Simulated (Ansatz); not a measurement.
Cartesian coordinates in Å:
```
Br -0.8205 -1.7620 1.0176
Si 0.0000 0.0000 0.0000
Br 1.4906 -0.6373 -1.4783
Br -1.6193 1.0797 -1.0128
Br 0.9492 1.3196 1.4735
```

Charge 0, multiplicity 1.

List the CAM-B3LYP/def2-TZVPP orbital energies in eV (the Gaussian-basis code of Ansatz). (Best estimate.)

Ansatz gave: Occupied: -13141.58, -13141.58, -13141.58, -13141.58, -1804.93, -1703.08, -1703.08, -1703.08, -1703.08, -1534.83, -1534.83, -1534.83, -1534.83, -1534.77, -1534.77, -1534.77, -1534.77, -1534.77, -1534.77, -1534.77, -1534.77, -239.17, -239.17, -239.17, -239.17, -180.09, -180.09, -180.09, -180.09, -179.88, -179.88, -179.88, -179.88, -179.88, -179.88, -179.88, -179.88, -149.12, -104.47, -104.47, -104.47, -74.43, -74.43, -74.43, -74.43, -74.36, -74.36, -74.36, -74.36, -74.36, -74.36, -74.36, -74.36, -74.19, -74.19, -74.19, -74.19, -74.19, -74.19, -74.19, -74.19, -25.17, -23.89, -23.89, -23.89, -16.50, -13.12, -13.12, -13.12, -11.12, -11.12, -10.73, -10.73, -10.73, -9.99, -9.99, -9.99. Lowest empty: -0.61, 1.07, 1.07, 1.07, 3.68, 4.58, 4.58, 4.58.
